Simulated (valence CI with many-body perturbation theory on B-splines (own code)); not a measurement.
E1 line list for Br³⁺

Level of theory: configuration interaction combined with many-body perturbation theory (CI+MBPT): four valence electrons over a frozen Dirac-Fock core [Ar] 3d10, radial functions for each j: 11 s, 11 p, 9 d, 7 f, 5 g, 2 h, 1 i, with the one-electron correlation potential Σ1 (screened to all orders), the two-electron term Σ2, the three-electron term Σ3, Breit, model QED; selected single and double excitations, second order for the rest, scaled by the run's own slope (own B-spline code, finite nucleus).

No measured levels were compared; by estimate levels hold to about 250 cm⁻¹ or 0.2 % of their energy and the worst to 1 %, as in measured heavy ions of charge 2 to 7; those with d or f electrons hold less well. Core correlation moves these levels by up to 6900 cm⁻¹, and in measured spectra 5 to 20 % of such shifts remained as error; rates that hang on mixing are uncertain with them. Among the levels kept, up to 470 cm⁻¹ of a level comes from second order outside the variational space, and about a tenth of that is noise between levels of different J, which matters for small intervals.

Lines 151 to 200 of 280 in falling wavelength, among levels below 33.648 eV, chosen from the strongest by gf and those to the six lowest levels. Wavelengths and rates use the calculated energies, so an error of 300 cm⁻¹ moves a line at 801.5 Å by 0.24 % and its rate by three times that or more. Electric multipoles are in the length gauge, E1 and E2 with the static RPA response of the core. Weak lines are less certain than strong ones. Lines between different terms over intervals too small for the method are left out, as are lines whose strength nearly cancels. Where a level lies close to another of its J and parity, the split of strength between their lines is uncertain. The highest levels of a list are the least certain.

Names give the largest LS component (configuration and term), which can be under half, so a name can repeat, a term be missing and a line seem to break the LS rules; names also repeat where a configuration has a term twice. Letters in brackets count levels of one name in rising energy.

| λ vac (Å) | Upper | Lower | A (s⁻¹) | S (a.u.) |
| --- | --- | --- | --- | --- |
| 801.5 | 4s 4p3 3P°_2 | 4s2 4p2 3P_1 | 1.01e+08 | 1.29e-01 |
| 797.5 | 4s2 4p 4f 3F_3 | 4s 4p3 1D°_2 | 4.71e+08 | 8.26e-01 |
| 787.1 | 4p4 3P_1 | 4s 4p3 3D°_2 | 8.52e+08 | 6.15e-01 |
| 786.0 | 4s 4p3 3P°_1 | 4s2 4p2 3P_0 | 2.72e+08 | 1.96e-01 |
| 782.1 | 4s 4p3 3S°_1 | 4s2 4p2 1S_0 | 4.89e+07 | 3.46e-02 |
| 774.7 | 4s2 4p 4f 3D_3 | 4s 4p3 1D°_2 | 2.58e+08 | 4.14e-01 |
| 773.7 | 4s2 4p 5p 1P_1 | 4s 4p3 5S°_2 | 5.34e+04 | 3.66e-05 |
| 754.6 | 4s2 4p 4f 1D_2 | 4s 4p3 1D°_2 | 8.82e+08 | 9.36e-01 |
| 754.0 | 4s 4p3 1D°_2 | 4s2 4p2 3P_2 | 3.14e+06 | 3.32e-03 |
| 753.8 | 4s2 4p 5p 3D_1 | 4s 4p3 5S°_2 | 4.79e+05 | 3.04e-04 |
| 751.5 | 4s2 4p 5p 3D_2 | 4s 4p3 5S°_2 | 5.55e+04 | 5.81e-05 |
| 747.6 | 4s 4p3 1P°_1 | 4s2 4p2 1S_0 | 2.93e+08 | 1.81e-01 |
| 737.4 | 4s 4p3 1D°_2 | 4s2 4p2 3P_1 | 1.91e+07 | 1.89e-02 |
| 731.4 | 4s2 4p 5p 3P_1 | 4s 4p3 5S°_2 | 5.45e+05 | 3.16e-04 |
| 721.2 | 4s2 4p 5p 3P_2 | 4s 4p3 5S°_2 | 2.60e+05 | 2.41e-04 |
| 714.7 | 4s2 4p 4f 3D_3 | 4s 4p3 3P°_2 | 9.80e+08 | 1.24e+00 |
| 710.8 | 4s2 4p 4f 3D_2 | 4s 4p3 3P°_2 | 4.78e+08 | 4.23e-01 |
| 710.3 | 4s2 4p 5p 3S_1 | 4s 4p3 5S°_2 | 1.21e+06 | 6.43e-04 |
| 710.0 | 4s2 4p 4f 3D_2 | 4s 4p3 3P°_1 | 7.59e+08 | 6.71e-01 |
| 708.7 | 4s2 4p 4d 3F°_2 | 4s2 4p2 1D_2 | 5.80e+07 | 5.09e-02 |
| 704.5 | 4s2 4p 4f 3D_1 | 4s 4p3 3P°_1 | 6.81e+08 | 3.52e-01 |
| 703.4 | 4s2 4p 4f 3D_1 | 4s 4p3 3P°_0 | 7.47e+08 | 3.85e-01 |
| 699.3 | 4s2 4p 4d 3F°_3 | 4s2 4p2 1D_2 | 2.77e+07 | 3.27e-02 |
| 696.1 | 4s2 4p 4d 3P°_1 [a] | 4s2 4p2 1S_0 | 6.88e+05 | 3.44e-04 |
| 688.5 | 4s 4p3 3S°_1 | 4s2 4p2 1D_2 | 4.52e+08 | 2.18e-01 |
| 684.9 | 4s 4p2 4d 3F_2 | 4s 4p3 3D°_1 | 1.17e+09 | 9.26e-01 |
| 683.5 | 4s2 4p 5s 3P°_1 | 4s2 4p2 1S_0 | 2.55e+06 | 1.20e-03 |
| 681.6 | 4s 4p2 4d 3F_3 [a] | 4s 4p3 3D°_2 | 1.14e+09 | 1.25e+00 |
| 680.3 | 4s2 4p 4f 3F_4 [a] | 4s 4p3 3D°_3 | 1.19e+09 | 1.66e+00 |
| 679.3 | 4s2 4p 4f 1F_3 | 4s 4p3 3D°_2 | 2.80e+08 | 3.04e-01 |
| 666.0 | 4s2 4p 4f 3F_2 | 4s 4p3 3D°_1 | 8.31e+08 | 6.06e-01 |
| 661.6 | 4s 4p3 1P°_1 | 4s2 4p2 1D_2 | 6.30e+09 | 2.70e+00 |
| 659.2 | 4s2 4p 4d 3F°_2 | 4s2 4p2 3P_2 | 3.33e+07 | 2.35e-02 |
| 657.7 | 4p4 3P_2 | 4s 4p3 5S°_2 | 1.42e+06 | 9.95e-04 |
| 655.5 | 4s2 4p 4f 3F_4 [b] | 4s 4p3 3D°_3 | 9.53e+08 | 1.19e+00 |
| 655.1 | 4s2 4p 4f 3F_3 | 4s 4p3 3D°_2 | 6.88e+08 | 6.69e-01 |
| 651.6 | 4s2 4p 5s 1P°_1 | 4s2 4p2 1S_0 | 1.91e+07 | 7.84e-03 |
| 651.1 | 4s2 4p 4d 3F°_3 | 4s2 4p2 3P_2 | 1.46e+08 | 1.39e-01 |
| 646.5 | 4s2 4p 4d 3F°_2 | 4s2 4p2 3P_1 | 5.17e+07 | 3.45e-02 |
| 643.3 | 4p4 3P_1 | 4s 4p3 5S°_2 | 8.39e+04 | 3.31e-05 |
| 643.1 | 4s2 4p 4f 3D_3 | 4s 4p3 3D°_3 | 7.96e+08 | 7.32e-01 |
| 641.7 | 4s 4p3 3S°_1 | 4s2 4p2 3P_2 | 8.94e+09 | 3.50e+00 |
| 636.5 | 4s2 4p 4f 3D_2 | 4s 4p3 3D°_2 | 4.13e+08 | 2.63e-01 |
| 629.7 | 4s 4p3 3S°_1 | 4s2 4p2 3P_1 | 4.85e+09 | 1.79e+00 |
| 627.2 | 4s 4p2 4d 5F_1 | 4s 4p3 5S°_2 | 7.22e+05 | 2.64e-04 |
| 626.0 | 4s2 4p 4d 3P°_2 | 4s2 4p2 1D_2 | 7.53e+08 | 4.56e-01 |
| 624.6 | 4s 4p2 4d 5F_2 | 4s 4p3 5S°_2 | 5.19e+06 | 3.12e-03 |
| 620.9 | 4s2 4p 4d 3P°_1 [a] | 4s2 4p2 1D_2 | 2.53e+08 | 8.96e-02 |
| 620.5 | 4s 4p2 4d 5F_3 | 4s 4p3 5S°_2 | 1.15e+07 | 9.53e-03 |
| 619.4 | 4s 4p3 3S°_1 | 4s2 4p2 3P_0 | 1.90e+09 | 6.68e-01 |
